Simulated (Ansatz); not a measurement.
Reaction (germylene formation by 1,1-elimination): `[CH3][Ge]([NH2])([F])[SH]` → CH₃NH₂ + `[F][Ge][SH]`

Program: Ansatz. Geometries: PBE0-D4/def2-TZVP. ΔE: electronic, gas phase. CCSD(T)/CBS is the MP2 limit (def2-TZVPP, def2-QZVPP) plus CCSD(T) − MP2 in def2-TZVPP, frozen cores. Functionals use def2-TZVPP. For Ge outer-core shells are correlated without core-valence functions, which leaves a few kJ/mol of doubt a bond. Scalar relativity is left out up to krypton. Each species was taken in one conformer, which may not be the lowest.

`[CH3][Ge]([NH2])([F])[SH]`:

Z-matrix (Å, degrees):
```
C
Ge 1 1.939
H 1 1.090 2 110.2
H 1 1.091 2 109.9 3 120.6
H 1 1.091 2 109.1 3 -120.1
N 2 1.814 1 120.7 3 63.9
F 2 1.743 1 104.4 3 178.5
S 2 2.206 1 112.7 3 -60.8
H 6 1.009 2 116.6 1 -69.9
H 6 1.009 2 116.2 1 63.6
H 8 1.343 2 93.7 1 -22.3
```

CH₃NH₂:

```xyz
7

C     0.047    0.316   -0.470
N    -0.295   -0.656    0.555
H     0.809    1.056   -0.182
H    -0.852    0.862   -0.765
H     0.409   -0.206   -1.358
H    -0.643   -0.193    1.384
H     0.524   -1.181    0.836
```

`[F][Ge][SH]`:

```xyz
4

F    -1.770    0.824    0.682
Ge   -0.720   -0.582    0.586
S     0.867    0.435   -0.616
H     1.623   -0.677   -0.652
```

Is it downhill or uphill in electronic energy at CCSD(T)/CBS, and by how much? (Best estimate.)

The calculation gave: Uphill: ΔE = +149.5 kJ/mol.

What do these levels give: r2SCAN-D4, B2PLYP, PBE0, HF/def2-TZVPP, HF/def2-QZVPP, MP2/CBS(def2)? (Estimate.)

Ansatz gave: r2SCAN-D4 149.3, B2PLYP 131.4, PBE0 134.7, HF/def2-TZVPP 137.0, HF/def2-QZVPP 134.5, MP2/CBS(def2) 165.6 kJ/mol.

Largest T1 diagnostic among the species: 0.015.

In def2-TZVPP, CCSD(T) changes the Hartree–Fock value by +25.2 kJ/mol (the triples alone add +1.6 kJ/mol) and MP2 by +41.3 kJ/mol. The D4 term adds +17.3 kJ/mol with B3LYP and +9.7 kJ/mol with PBE0; it sums over pairs of atoms, weighted by their polarisabilities, and B3LYP, whose exchange is more repulsive, gets the larger term. From PBE to PBE0 (25 % exact exchange), in def2-TZVPP and without D4, ΔE moves by +24.2 kJ/mol.

B3LYP here is the variant with VWN-RPA as its local correlation; programs differ in this.
